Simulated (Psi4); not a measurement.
Method: SAPT0/jun-cc-pVDZ, frozen core run with Psi4.

Psi4 input:

```
molecule {
0 1
Ge -0.00000060 0.00000034 0.00000229
H -0.92865074 -0.01308294 1.22325150
H 0.17069253 1.44290342 -0.49777853
H 1.37054876 -0.57199417 0.39155588
H -0.61258995 -0.85782665 -1.11703114
--
0 1
C 3.17243144 0.97172313 -2.07860981
N 2.22185064 0.09742525 -2.76449628
H 2.89249084 1.25448122 -1.05435684
H 3.29835704 1.88866763 -2.65652012
H 4.14586014 0.48054503 -2.03615816
H 1.31142309 0.53661616 -2.82783817
H 2.09665551 -0.76786970 -2.25324964
units angstrom
symmetry c1
no_reorient
no_com
}
set basis jun-cc-pvdz
set scf_type df
set freeze_core true
energy('sapt0')
```

Part of the output:

```
    SAPT Results
  --------------------------------------------------------------------------------------------------------
    Electrostatics                 -2.07232354 [mEh]      -1.30040265 [kcal/mol]      -5.44088470 [kJ/mol]
      Elst10,r                     -2.07232354 [mEh]      -1.30040265 [kcal/mol]      -5.44088470 [kJ/mol]

    Exchange                        5.62225364 [mEh]       3.52801742 [kcal/mol]      14.76122490 [kJ/mol]
      Exch10                        5.62225364 [mEh]       3.52801742 [kcal/mol]      14.76122490 [kJ/mol]
      Exch10(S^2)                   5.60573370 [mEh]       3.51765101 [kcal/mol]      14.71785181 [kJ/mol]

    Induction                      -0.56316456 [mEh]      -0.35339110 [kcal/mol]      -1.47858836 [kJ/mol]
      Ind20,r                      -2.48373814 [mEh]      -1.55856921 [kcal/mol]      -6.52105358 [kJ/mol]
      Exch-Ind20,r                  2.24913776 [mEh]       1.41135525 [kcal/mol]       5.90511037 [kJ/mol]
      delta HF,r (2)               -0.32856418 [mEh]      -0.20617714 [kcal/mol]      -0.86264514 [kJ/mol]

    Dispersion                     -3.09096474 [mEh]      -1.93960966 [kcal/mol]      -8.11532682 [kJ/mol]
      Disp20                       -3.48714049 [mEh]      -2.18821369 [kcal/mol]      -9.15548609 [kJ/mol]
      Exch-Disp20                   0.39617574 [mEh]       0.24860403 [kcal/mol]       1.04015927 [kJ/mol]
      Disp20 (SS)                  -1.74357024 [mEh]      -1.09410685 [kcal/mol]      -4.57774305 [kJ/mol]
      Disp20 (OS)                  -1.74357024 [mEh]      -1.09410685 [kcal/mol]      -4.57774305 [kJ/mol]
      Exch-Disp20 (SS)              0.22068711 [mEh]       0.13848325 [kcal/mol]       0.57941392 [kJ/mol]
      Exch-Disp20 (OS)              0.17548864 [mEh]       0.11012078 [kcal/mol]       0.46074535 [kJ/mol]

  Total HF                          2.98676554 [mEh]       1.87422367 [kcal/mol]       7.84175185 [kJ/mol]
  Total SAPT0                      -0.10419920 [mEh]      -0.06538599 [kcal/mol]      -0.27357497 [kJ/mol]
```
